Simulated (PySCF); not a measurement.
## Radial density of Hg⁶⁴⁺ (mercury, charge +64)

BP86, [Ne] 3s2 3p4, high-spin 3P determinant. Calculation: PySCF 2.14, in an even-tempered Gaussian basis (17 s from 18 bohr⁻², ratio 2.5; 12 p from 23 bohr⁻², ratio 2.5; 4 d from 95 bohr⁻², ratio 2.7; 4 f from 140 bohr⁻², ratio 2.7); the spin-free X2C one-electron Hamiltonian (Gaussian nucleus).

| r (bohr) | 4πr²ρ (e/bohr) | 4πr²(ρα − ρβ) |
| --- | --- | --- |
| 0.0127 | 110.7 | 1.2039 |
| 0.0213 | 94.10 | 3.6005 |
| 0.0359 | 120.4 | 5.8991 |
| 0.0604 | 120.9 | 1.5819 |
| 0.102 | 48.90 | 4.5667 |
| 0.171 | 45.48 | 14.4027 |
| 0.287 | 5.518 | 1.8621 |
| 0.483 | 0.02440 | 0.0077 |

Densities and radii are taken from the X2C orbitals without a picture-change correction, which distorts them close to the nucleus.

Spin-orbit coupling is strong in this species (close to jj coupling), so the high-spin LS determinant is a model state, not a physical level.
